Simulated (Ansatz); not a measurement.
Ansatz (a quantum-chemistry and plane-wave program) input (CCSD(T)/aug-cc-pV(D+d)Z):
A basis named .json is the Basis Set Exchange file of that set.

Ansatz 0.2 input:
```yaml
crystal:
  periodic: [false, false, false]
  atoms:
    - {symbol: Si, position_ang: [-0.00120168, -0.00809175, -0.00297697]}
    - {symbol: F, position_ang: [0.35032509, -0.58843982, -1.44903971]}
    - {symbol: F, position_ang: [-0.62478556, -1.25968947, 0.76911027]}
    - {symbol: N, position_ang: [-1.19634253, 1.18144038, 0.05966600]}
    - {symbol: N, position_ang: [1.45956514, 0.59101675, 0.59242354]}
    - {symbol: H, position_ang: [-2.17303021, 0.94718135, 0.12433440]}
    - {symbol: H, position_ang: [-1.04274617, 2.10722945, -0.30293993]}
    - {symbol: H, position_ang: [1.51516499, 1.07388824, 1.47327772]}
    - {symbol: H, position_ang: [2.34502091, 0.21094924, 0.30174352]}
basis:
  gaussian:
    orbitals: aug-cc-pV_D+d_Z.json
total_charge: 1
magnetization: {spin_polarized: true, initial_magnetization: 1}
correlation: {method: ccsd_t, electrons: outside_noble_gas}
```

Output:

```
Functional definition: HF
integrals: 0.84 GiB planned
1558 factors; integrals over basis functions are off by at most 7.2e-4 eV
mean field: 0.93 GiB planned
mean field evaluation 1: about -16290.9902 eV, gradient 4.3e1 eV
mean field evaluation 2: about -16290.9904 eV, gradient 4.3e1 eV
mean field evaluation 4: about -16297.6208 eV, gradient 3.1e0 eV
mean field evaluation 8: about -16297.7214 eV, gradient 2.2e-1 eV
mean field evaluation 16: about -16297.7222 eV, gradient 6.4e-4 eV
mean field evaluation 32: about -16298.6106 eV, gradient 4.4e-4 eV
mean field evaluation 64: about -16297.6250 eV, gradient 3.3e-1 eV
mean field evaluation 96: about -16297.5262 eV, gradient 3.2e0 eV
mean field evaluation 128: about -16297.7103 eV, gradient 7.8e-1 eV
mean field -16298.61064187 eV, -598.9628934936 hartree, gradient 2.6e-6 eV, S^2 0.758200; 7 other end points of the search recorded, 0 dependent functions left out
determinant -16298.61064187 eV, -598.9628934936 hartree, with singles and doubles -16321.68222515 eV, -599.8107585407 hartree
determinant -16297.72224882 eV, -598.9302456511 hartree, with singles and doubles -16321.54600128 eV, -599.8057524060 hartree
determinant -16297.62681282 eV, -598.9267384428 hartree, with singles and doubles -16321.53080892 eV, -599.8051940968 hartree
determinant -16298.61064187 eV, -598.9628934936 hartree, with singles and doubles -16321.70654273 eV, -599.8116521951 hartree
determinant -16297.72224882 eV, -598.9302456511 hartree, with singles and doubles -16321.56723325 eV, -599.8065326664 hartree
determinant -16298.61064187 eV, -598.9628934936 hartree, with singles and doubles -16321.70926548 eV, -599.8117522545 hartree
determinant -16297.72224882 eV, -598.9302456511 hartree, with singles and doubles -16321.56926400 eV, -599.8066072949 hartree
determinant -16297.62681282 eV, -598.9267384428 hartree, with singles and doubles -16321.53528702 eV, -599.8053586640 hartree
9 core orbitals not correlated
reference -16298.61064187 eV, -598.9628934936 hartree; 16, 15 occupied and 135, 136 virtual orbitals, 1558 factors
second order -22.23000428 eV of doubles, -0.00000000 eV of singles
coupled cluster: 3.87 GiB planned
cycle   1  -23.09862838 eV  change   -4.8e-6 eV  update   3.0e-6
perturbative correction -0.59612921 eV, -0.0219073443 hartree
Total energy: -16322.30539946 eV, -599.8336597742 hartree
```

This state (charge 1, doublet) is run at the relaxed geometry of the species with charge 0 and multiplicity 1.
